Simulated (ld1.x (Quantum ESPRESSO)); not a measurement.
**Varying the ultrasoft potential for Li**

Base potential:

- Element: lithium (Li)
- Generator: ld1.x (Quantum ESPRESSO) 7.5
- Type: ultrasoft
- Functional: PBE
- Relativity: scalar-relativistic
- Frozen core: none
- Valence charge: 3
- Reference configuration: 1s2 2s0 2p1
- Partial waves: 1s (bound): rcut 0.90, rcutus 1.10 bohr; 2s (bound, empty): rcut 0.90, rcutus 1.10 bohr; 2p (bound): rcut 4.10, rcutus 4.40 bohr; 2p channel at 1.5 Ry: rcut 4.10, rcutus 4.40 bohr; 3d channel at 0.05 Ry: rcut 3.00, rcutus 3.95 bohr; 3d channel at 2.05 Ry: rcut 3.00, rcutus 3.95 bohr
- Local potential: all-electron potential smoothed inside 3.70 bohr (lloc = -1)
- Core correction: none
- Augmentation charge: PSQ, inside the norm-conserving radii

Cutoffs, loose and tight: the cutoffs (Ry, on a coarse ladder) from which the occupation-weighted sum of valence levels, in a spherical-Bessel basis at the reference potential, stays within 10 and 1 mRy of its value at 400 Ry. They do not see the model core or the augmentation charge, which bear on the density cutoff. Test errors are all-electron minus pseudo excitation energies from the reference, over the configurations 1s2 2s1 2p0; 1s2 2s0 2p0; 1s2 2s0.5 2p0; 1s1 2s1 2p0. A dash means not determined; rows that change the core or the reference have their own tests.

```csv
change,outcome,"cutoff, loose","cutoff, tight",bound ghosts,largest test error (meV)
base,generated,40 Ry,50 Ry,none,4 of 4 tests not solved or not reliable
non-relativistic,generated,40 Ry,50 Ry,none,4 of 4 tests not solved or not reliable
"waves 3d channel at 0.05 Ry: rcut 3.00, rcutus 5.88 bohr; 3d channel at 2.05 Ry: rcut 3.00, rcutus 5.88 bohr",generated,40 Ry,50 Ry,none,4 of 4 tests not solved or not reliable
"wave 2p channel at 1.5 Ry: rcut 4.10, rcutus 4.40 bohr becomes 2p channel at -0.1 Ry: rcut 4.10, rcutus 4.40 bohr",generated,40 Ry,50 Ry,none,4 of 4 tests not solved or not reliable
```

Task: What comes out with this change to the base: all radii scaled by about 0.75 (s 0.82, p 3.28, d 2.96 bohr, rcut 0.68/3.06/2.24); local potential all-electron potential smoothed inside 2.76 bohr (lloc = -1)?

Result: outcome: generated; cutoff, loose: 70 Ry; cutoff, tight: 90 Ry; bound ghosts: none; largest test error (meV): +66.

Task: What comes out with this change to the base: waves 1s (bound): rcut 0.90, rcutus 1.26 bohr; 2s (bound): rcut 0.90, rcutus 1.26 bohr?

Result: outcome: generated; cutoff, loose: 30 Ry; cutoff, tight: 40 Ry; bound ghosts: none; largest test error (meV): test run stopped at test 1 of 4 (negative rho).

Task: What comes out with this change to the base: type RRKJ; waves now 1s (bound): rc 1.10 bohr; 2p (bound): rc 4.40 bohr; 3d channel at 0.05 Ry: rc 3.95 bohr; local potential the d channel?

Result: outcome: generated; cutoff, loose: 70 Ry; cutoff, tight: 90 Ry; bound ghosts: none; largest test error (meV): -545.
